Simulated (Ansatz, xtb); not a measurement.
## Relaxing a trial structure of CH5InSi+

The starting geometry of this gas-phase doublet has its atoms placed at random.

```xyz
8

C    -0.0389    1.3814   -0.9306
In   -0.4835   -0.6538    1.7838
Si    0.4777   -0.4751   -2.2973
H    -1.8565   -0.8139    1.0980
H    -1.0732   -0.2723   -0.0806
H     1.0115    1.0037   -1.5559
H    -0.5475    0.4476   -1.4152
H     0.2454    0.9798    0.4661
```

Problem. One run relaxed it with r2SCAN-D4/def2-SVP. What is a likely outcome?

Solution. It ends as a structure given below by its coordinates. Distances that change by over a tenth: C1–H6 (1.28 → 1.11 Å), In2–Si3 (4.20 → 3.04 Å), In2–H8 (2.22 → 4.52 Å), H4–H5 (1.52 → 0.80 Å). Contacts that open: In2–H4 (1.54 → 3.77 Å), In2–H5 (1.99 → 3.98 Å), Si3–H6 (1.74 → 2.43 Å), Si3–H7 (1.64 → 2.51 Å). Contacts that close: C1–Si3 (2.36 → 1.88 Å), C1–H8 (1.48 → 1.10 Å).

The energy falls by 9.46 eV over 30 steps:

```csv
step,E − E(last) (eV)
1,9.461
4,3.887
7,1.714
11,0.537
14,0.277
17,0.210
20,0.178
24,0.016
27,0.001
30,0.000
```

Final geometry (Å):

```xyz
8

C     0.0772    1.0386   -1.0592
In    1.0729   -1.8418    2.1328
Si   -0.0488   -0.7398   -0.4689
H    -1.8412   -0.2618    0.3285
H    -1.9581   -0.8087   -0.2387
H     1.1070    1.1553   -1.4455
H    -0.6052    1.2504   -1.8999
H    -0.0689    1.8051   -0.2806
```

From the same start GFN2-xTB reaches the same bonding as this run.

From so rough a start the end depends on the optimiser's path, so another program may land elsewhere. The end wasn't checked by frequencies. Open shells are spin-unrestricted. Atoms past krypton carry core potentials, without spin–orbit terms. Run with Ansatz 0.2.0, 4.2 min on 1 thread of Intel(R) Xeon(R) Processor @ 2.70GHz, on a shared host.
